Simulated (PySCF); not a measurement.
Sn(Br)(SH) (BrHSSn), SMILES [SH][Sn][Br] (connectivity only; charge and spin as stated), neutral, multiplicity 1.

Geometry: r2SCAN-D4/def2-SVP. The def2 effective core potentials stand for the cores of Sn; spin–orbit coupling is left out. One conformer was computed; it need not be the lowest.

Level of theory: PySCF with r2SCAN-D4/def2-SVP.

Frequencies are harmonic and unscaled.

Computed normal modes with their intensities:
```
mode  ν (cm⁻¹)  IR (km/mol)  Raman (Å⁴/amu)  depolarisation  moving atoms (share of kinetic energy)
----  --------  -----------  --------------  --------------  --------------------------------------
1           93          1.0             3.8            0.73                S 56 %, Br 26 %, Sn 16 %
2          243         34.9             9.0            0.34                        Br 59 %, Sn 40 %
3          327         14.8             8.6            0.75                                  H 96 %
4          336         34.8            24.2            0.30                         S 74 %, Sn 22 %
5          645         12.2            12.1            0.60                                  H 93 %
6         2673          1.0           164.0            0.31                                  H 97 %
```
